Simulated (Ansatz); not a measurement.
Ansatz (a first-principles code) input:
A basis named .json is the Basis Set Exchange file of that set.

Ansatz 0.2 input:
```yaml
crystal:
  periodic: [false, false, false]
  atoms:
    - {symbol: C, position_ang: [-0.46839615, 2.02489387, -0.88482987]}
    - {symbol: Si, position_ang: [-0.03246765, 0.24392547, -0.82864965]}
    - {symbol: C, position_ang: [1.66812295, -0.07188205, -1.52542994]}
    - {symbol: C, position_ang: [-1.34610424, -0.81283061, -1.62543762]}
    - {symbol: Br, position_ang: [0.03843808, -0.34111004, 1.36873378]}
    - {symbol: H, position_ang: [0.27702041, 2.81003394, -0.82180464]}
    - {symbol: H, position_ang: [-1.49497148, 2.37444805, -0.88059676]}
    - {symbol: H, position_ang: [1.69239336, 0.17106899, -2.59073140]}
    - {symbol: H, position_ang: [2.41631544, 0.53831430, -1.01740606]}
    - {symbol: H, position_ang: [1.94714709, -1.11974534, -1.40493580]}
    - {symbol: H, position_ang: [-2.32192782, -0.62642687, -1.17461410]}
    - {symbol: H, position_ang: [-1.11500966, -1.87247581, -1.50653372]}
    - {symbol: H, position_ang: [-1.41348817, -0.59240977, -2.69378005]}
basis:
  gaussian:
    orbitals: def2-QZVPP.json
    fitting: {mean_field: def2-universal-jkfit, correlation: def2-QZVPP-RIFIT.json}
magnetization: {spin_polarized: true, initial_magnetization: 1}
correlation: {method: mp2, electrons: outside_noble_gas}
```

Question: What final total energy does it print?

Answer: -2980.61903 Eh (RI-MP2/def2-QZVPP). The basis has 570 functions.

It need not be the lowest isomer of its formula.
